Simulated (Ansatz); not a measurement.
The same molecule with X = Mg, Zn, Cd. Ansatz, PBE0-D4/def2-TZVP geometries, multiplicity 1. Each molecule was computed in one conformer, which needn't be the lowest.

Elements past krypton have def2 core potentials. Scalar relativity is left out up to krypton.

```
 X           molecule  mean X–C bond length / Å  mean X–N bond length / Å  LUMO energy (ωB97M-V/def2-TZVPP) / eV  HOMO energy (PBE/def2-TZVPP) / eV  LUMO energy (PBE0/def2-TZVPP) / eV
Mg  `C[CH2][Mg][NH2]`                     2.097                     1.893                                   0.48                              -4.78                               -0.64
Zn  `C[CH2][Zn][NH2]`                     1.940                     1.823                                   1.31                              -5.23                                0.00
```

(1) Give the row for X = Cd, `C[CH2][Cd][NH2]`. (Best estimate.)

Answers

(1) Ansatz gave: 
| X | molecule | mean X–C bond length / Å | mean X–N bond length / Å | LUMO energy (ωB97M-V/def2-TZVPP) / eV | HOMO energy (PBE/def2-TZVPP) / eV | LUMO energy (PBE0/def2-TZVPP) / eV |
| --- | --- | --- | --- | --- | --- | --- |
| Cd | `C[CH2][Cd][NH2]` | 2.111 | 2.021 | 1.13 | -5.10 | -0.19 |

From Mg to Cd the mean X–C bond length isn't monotonic: highest at Cd, lowest at Zn; the mean X–N bond length isn't monotonic: highest at Cd, lowest at Zn; the LUMO energy (ωB97M-V/def2-TZVPP) isn't monotonic: highest at Zn, lowest at Mg; the HOMO energy (PBE/def2-TZVPP) isn't monotonic: highest at Mg, lowest at Zn; the LUMO energy (PBE0/def2-TZVPP) isn't monotonic: highest at Zn, lowest at Mg. Bonds lengthen as the atom grows down the group.
